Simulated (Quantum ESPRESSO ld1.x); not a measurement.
The run below uses ld1.x (Quantum ESPRESSO 7.5).

```
 &input
    zed=18.0,
    iswitch=1,
    rel=1,
    dft='PBE',
    config='[He] 2s2 2p1',
    prefix='ld1',
    max_out_wfc=37,
    file_charge='ld1.rho',
 /
```

Command: `OMP_NUM_THREADS=1 ld1.x < ld1.in > ld1.out`

Output:

```
     Program LD1 v.7.5 starts

     --------------------------- All-electron run ----------------------------

     scalar relativistic calculation

     atomic number is 18.00
     dft =PBE   lsd =0 sic =0 latt =0  beta=0.20 tr2=1.0E-14
     Exchange-correlation= PBE
                           (   1   4   3   4   0   0   0)
     mesh =1937 r(mesh) =  99.24864 a.u. xmin = -8.00 dx = 0.00800
     1 Ry =  13.60569312 eV, c = 137.03599908

     n l     nl                  e(Ry)          e(Ha)          e(eV)
     1 0     1S 1( 2.00)      -274.0144      -137.0072     -3728.1564
     2 0     2S 1( 2.00)       -55.9741       -27.9870      -761.5661
     2 1     2P 1( 1.00)       -52.6599       -26.3300      -716.4749

     final scf error:  4.8E-15 reached in  26 iterations

     Etot =    -813.620703 Ry,    -406.810352 Ha,  -11069.873608 eV

     Ekin =     819.609495 Ry,     409.804747 Ha,   11151.355264 eV
     Encl =   -1710.872188 Ry,    -855.436094 Ha,  -23277.601967 eV
     Eh   =     110.001848 Ry,      55.000924 Ha,    1496.651384 eV
     Exc  =     -32.359857 Ry,     -16.179929 Ha,    -440.278289 eV

     normalization and overlap integrals

     s(1S/1S) =  1.000000  <r> =   0.0852  <r2> =    0.0098  r(max) =   0.0560
     s(1S/2S) = -0.001584
     s(2S/2S) =  1.000000  <r> =   0.3688  <r2> =    0.1593  r(max) =   0.3153
     s(2P/2P) =  1.000000  <r> =   0.3204  <r2> =    0.1243  r(max) =   0.2520

     ------------------------ End of All-electron run ------------------------
```

Run on one thread of a shared host, so times are rough (Intel(R) Xeon(R) Processor @ 2.60GHz): 0.62 s of CPU time, 0.64 s wall, 26 iterations on 1937 mesh points.
